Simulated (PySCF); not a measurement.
## Two-dimensional NMR puzzle

Compound of formula C7H10O. Correlations simulated from computed shifts and the bond graph:

HSQC (one-bond C–H):
```csv
δH,δC
4.26,86.3
4.04,86.3
3.72,65.8
3.02,28.5
1.49,75.5
1.42,17.3
```

COSY cross peaks (H two or three bonds apart, from the bond graph; peaks can be absent where the dihedral angle is near 90°):
```csv
δH,δH
4.26,4.04
3.72,1.42
```

HMBC (two and three bonds, from the bond graph):
```csv
δH,δC
4.26,"169.3, 28.5"
4.04,"169.3, 28.5"
3.72,"169.3, 17.3"
3.02,"169.3, 87.7, 86.3, 75.5"
1.49,"87.7, 28.5"
1.42,65.8
```

Carbons without hydrogens: δ 169.3, 87.7.

- geometry from GFN2-xTB
- PBE0/pcSseg-1 with gauge-including orbitals
- program: PySCF 2.14
- single conformer, averaged over atoms made equivalent by symmetry, fast rotation or ring inversion, in vacuum, non-relativistic Hamiltonian

Chemical shifts δ = σref − σ; 1H (31.72 ppm), 13C (186.93 ppm) against TMS, all at this level.

Exchangeable hydrogens are left out of these lists.

Q: Assemble the structure.

A: SMILES O(C(CC#C)=C)CC.

Numbering as in the mapped SMILES `[CH:1]#[C:2][CH2:3][C:4](=[CH2:5])[O:6][CH2:7][CH3:8]`. Hydrogens are named by the atom that carries them. Ha(C5) is cis to C3; Hb(C5) is trans to C3.

- δC 169.3 is C4, an alkene carbon bearing oxygen.
- δC 87.7 is C2, an alkyne carbon.
- δC 86.3 is C5, a β carbon of an enol-ether or enamine type C=C (δH 4.26, 4.04).
- δC 75.5 is C1, a terminal alkyne carbon (δH 1.49).
- δC 65.8 is C7, an sp3 CH2 bonded to O (δH 3.72).
- δC 28.5 is C3, an allylic sp3 CH2 (δH 3.02).
- δC 17.3 is C8, a methyl carbon (δH 1.42).
- HMBC from δH 4.26 reaches the proton-free carbon C4.
- HMBC from δH 4.04 reaches the proton-free carbon C4.
- HMBC from δH 3.72 reaches the proton-free carbon C4.
- HMBC from δH 3.02 reaches the proton-free carbons C4, C2.
- COSY links 4.26–4.04, 3.72–1.42.

This is the structure that produced the data.

Shifts are as computed. Against solution values, carbons near 30 ppm lie about +3 ppm off and those near 130 ppm about +5 ppm. Of 1211 compounds with measured shifts, 218 miss one by over three times the rms of a fit or turn the order of signals round; such compounds aren't used in these exercises.
